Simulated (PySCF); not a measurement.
Radial density of Ru⁺ (ruthenium, charge +1)

PBE, [Kr] 4d7, high-spin 4F determinant. All numbers are calculated (PySCF 2.14, scalar relativity by spin-free X2C-1e, in x2c-TZVPall (8s6p6d1f, 63 functions)).

```tsv
r (bohr)	4πr²ρ (e/bohr)	4πr²(ρα − ρβ)
0.0352	50.61	-0.0008
0.0592	50.85	0.0058
0.0996	69.67	0.0724
0.167	49.84	0.3193
0.282	52.54	0.4283
0.474	33.24	0.0006
0.797	13.51	1.0856
1.34	10.22	2.0549
2.25	2.158	0.7645
3.79	0.1925	0.0631
6.38	0.002169	0.0003
```

Densities and radii are taken from the X2C orbitals without a picture-change correction, which distorts them close to the nucleus.
